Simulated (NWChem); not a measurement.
# Atomisation of H₂GeS

```
S
H 1 1.3556
Ge 1 2.2430 2 96.65
H 3 1.6026 1 89.34 2 180.00
```
Charge 0, spin multiplicity 1.

All runs are NWChem calculations. The geometry was optimised at B3LYP/def2-SVP, a minimum by its harmonic frequencies. It is one conformer; others weren't searched.

Basis set: def2-TZVP. The atomisation energy is electronic alone: no zero-point, thermal, spin-orbit or counterpoise terms. No value is extrapolated to the basis-set limit. Free atoms are single determinants with multiplicities Ge 3, H 2, S 3. Correlated methods freeze the same cores in atoms and molecule, 14 orbitals in all.

The Hamiltonian is non-relativistic. B3LYP has NWChem's definition, with VWN1-RPA local correlation. The structure started from a generated list of species. The stability of the SCF solutions was not checked. Open-shell Hartree-Fock references start from PBE0 orbitals. Coupled-cluster values serve here as a point of comparison, not as the truth.

Order these methods by the atomisation energy they give, lowest first: B3LYP, LC-wPBE (omega 0.3 per bohr), CCSD(T), BHandHLYP, MP2, HF.

HF (160.4 kcal/mol), MP2 (226.9 kcal/mol), CCSD(T) (229.2 kcal/mol), BHandHLYP (230.1 kcal/mol), LC-wPBE (omega 0.3 per bohr) (233.5 kcal/mol), B3LYP (238.5 kcal/mol)
